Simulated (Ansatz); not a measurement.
A structure relaxed at r2SCAN-D4/def2-TZVP in Ansatz, charge 0, doublet:

```xyz
5

Rb   -0.3227    1.7624   -0.9686
Rb   -1.7526   -2.1317   -1.9913
H     1.3983    0.8387    1.7955
H    -0.3473   -0.7777   -0.2488
H     1.0243    0.3083    1.4132
```

(1) Give its formula.

(2) Summarise the bond lengths by kind (pairs closer than 1.2 times the sum of covalent radii, bridged metal pairs left out).

Answers

(1) the cluster Rb₂H₃ (the lowest doublet isomer of a short search).

(2) 2 × H–Rb 2.62 to 2.64 Å.

In the def2 sets Rb takes a core potential; there is no spin–orbit coupling. In the doublet, H3 and H5 lie 0.75 Å apart (atoms count from 1), so H2 has formed as a molecule. The structure comes from a short search, and lower isomers may exist.
